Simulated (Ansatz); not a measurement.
A CCSD(T) single point on C$_{2}$H$_{8}$O$_{2}$Si (`CC[SiH](O)O`).

```yaml
crystal:
  periodic: [false, false, false]
  atoms:
    - {symbol: C, position_ang: [-0.419631, -0.044046, 1.760076]}
    - {symbol: C, position_ang: [0.641464, -0.058574, 0.661661]}
    - {symbol: Si, position_ang: [-0.055235, -0.279602, -1.047276]}
    - {symbol: O, position_ang: [1.111230, -0.348234, -2.207257]}
    - {symbol: O, position_ang: [-1.079285, 0.992834, -1.266651]}
    - {symbol: H, position_ang: [-1.126378, 0.775096, 1.612552]}
    - {symbol: H, position_ang: [-0.995148, -0.973784, 1.770076]}
    - {symbol: H, position_ang: [0.027755, 0.073122, 2.750128]}
    - {symbol: H, position_ang: [1.366210, -0.862148, 0.834476]}
    - {symbol: H, position_ang: [1.215861, 0.875792, 0.678438]}
    - {symbol: H, position_ang: [-0.779457, -1.565734, -1.212580]}
    - {symbol: H, position_ang: [1.728071, 0.383546, -2.258274]}
    - {symbol: H, position_ang: [-1.615058, 0.996932, -2.060772]}
basis:
  gaussian: {orbitals: def2-SVP}
correlation: {method: ccsd_t}
```

```sh
$ ansatz run in.yaml --threads 4 --pin off --events-out ev --progress --plain
```

Output of Ansatz, abridged:

```
Functional definition: HF
1131 factors; integrals over basis functions are off by at most 1.5e-3 eV
mean field evaluation 1: about -14115.1362 eV, gradient 4.7e1 eV
mean field evaluation 2: about -14115.1390 eV, gradient 4.7e1 eV
mean field evaluation 4: about -14119.6324 eV, gradient 3.5e0 eV
mean field evaluation 8: about -14119.6726 eV, gradient 1.4e-4 eV
mean field -14119.67257125 eV, -518.8883963355 hartree, gradient 1.2e-6 eV, S^2 0.000000; 0 other end points of the search recorded, 0 dependent functions left out
9 core orbitals not correlated: weight in the atoms' cores, before any rotation towards them, 1.000 or more for the frozen orbitals, at most 0.000 for the correlated occupied ones
reference -14119.67257125 eV, -518.8883963355 hartree; 16, 16 occupied and 89, 89 virtual orbitals, 1131 factors
second order -20.69753709 eV of doubles, -0.00000000 eV of singles
cycle   1  -21.46445950 eV  change   -7.7e-1 eV  update   9.3e-2
cycle   2  -21.95486260 eV  change   -4.9e-1 eV  update   2.6e-2
cycle   3  -22.06557529 eV  change   -1.1e-1 eV  update   1.2e-2
cycle   4  -22.06297010 eV  change    2.6e-3 eV  update   2.6e-3
cycle   5  -22.06310714 eV  change   -1.4e-4 eV  update   9.9e-4
cycle   6  -22.06330018 eV  change   -1.9e-4 eV  update   2.9e-4
cycle   7  -22.06317082 eV  change    1.3e-4 eV  update   1.1e-4
cycle   8  -22.06313699 eV  change    3.4e-5 eV  update   3.1e-5
perturbative correction -0.52305950 eV, -0.0192220819 hartree
Total energy: -14142.25876774 eV, -519.7184237470 hartree
```

Run time 7.5 s (4 threads of a server CPU on a shared host); peak host memory 0.6 GiB.

MP2 recovers 91.6 % of the CCSD(T) correlation energy and the triples give 2.3 %; T1 = 0.0099.
